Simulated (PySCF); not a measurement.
Electron correlation in Tl⁺ (thallium, charge +1)

[Xe] 4f14 5d10 6s2, closed-shell 1S. Calculation: PySCF 2.14, in aug-cc-pVDZ-PP with ECP60MDF (5s4p3d, 32 functions); scalar relativity through the core potential. Frozen: 5s2 5p6 5d10; 2 electrons correlated.

Total MP2 correlation energy: -17.37 mhartree.

Same-spin part 0.00 and opposite-spin part -17.37 mhartree; SCS-MP2 scales them by 1/3 and 6/5 to -20.84 mhartree.

With two correlated electrons CCSD is exact within the correlated space (frozen core and kept virtual orbitals).

```
level  correlation energy (mhartree)
 CCSD                         -25.59
```

Diagnostics: T1 = 0.0022, D1 = 0.0031, largest double amplitude 0.074.

Cost of the coupled-cluster step: 0.04 s of wall time on 1 thread of Neoverse-V2 (shared host), for 2 correlated electrons.
